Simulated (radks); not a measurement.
Problem. Coherent X-ray form factor from a spherical all-electron density. All-electron calculation, scalar-relativistic Kohn-Sham, r2SCAN, spin-unpolarised, spherical densities, finite nucleus; meta-GGA in the generalised Kohn-Sham scheme; Fermi nuclear charge, rms radius of each element as measured or else 0.836 A^(1/3) + 0.57 fm. Program: a radial shooting solver on a logarithmic mesh with Libxc functionals.

| sin(theta)/lambda (1/angstrom) | f0 (electrons) |
|---|---|
| 0.05 | 78.286 |
| 0.1 | 76.266 |
| 0.15 | 73.252 |
| 0.2 | 69.633 |
| 0.25 | 65.767 |
| 0.3 | 61.917 |
| 0.4 | 54.842 |
| 0.5 | 48.895 |
| 0.6 | 43.982 |
| 0.8 | 36.272 |
| 1 | 30.219 |
| 1.25 | 24.256 |
| 1.5 | 19.975 |
| 2 | 15.238 |

The species is in the configuration that NIST lists as its ground one. Which atom or ion scatters so?

Solution. The lead ion Pb3+, [Xe] 4f14 5d10 6s1. Extrapolating in s^2 from the first two rows gives f0(0) = 79.0, near the electron count 79; among species with that count, the fall with angle is slower the higher Z, and the table is that of Z = 82; from so few rows the species is fixed only to a neighbour or two.
